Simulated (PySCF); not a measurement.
All values below come from B3LYP-D3(BJ)/def2-TZVP // PBE0-D4/def2-TZVP run with PySCF 2.14.0. All species are isolated molecules in the gas phase. B3LYP has the VWN-RPA correlation part, as in Gaussian. Delta-SCF ions had no search for a lower state. Excitations are Tamm–Dancoff values on a coarser integration grid. The basis has no diffuse functions, so Rydberg states are missing or too high.

Reference species (SMILES): `[SiH3][Al]([SiH3])[SiH3]` (neutral, multiplicity 1).

| Item | Result |
|---|---|
| T1 excitation (TDA) | 2.85 eV |
| vertical ionisation energy (Delta-SCF) | 8.95 eV |
| HOMO | -7.11 eV |

Changed species: `[F][Al]([F])[SiH3]` (1 of 3 F replaced by SiH3; the reference has 3 of 3 F replaced by SiH3).

Q: Give the shifts of the T1 excitation (TDA), vertical ionisation energy (Delta-SCF) and HOMO.

A: the T1 excitation (TDA) rises by 2.02 eV, to 4.87 eV; the vertical ionisation energy (Delta-SCF) rises by 1.97 eV, to 10.92 eV; the HOMO drops by 1.36 eV, to -8.47 eV.
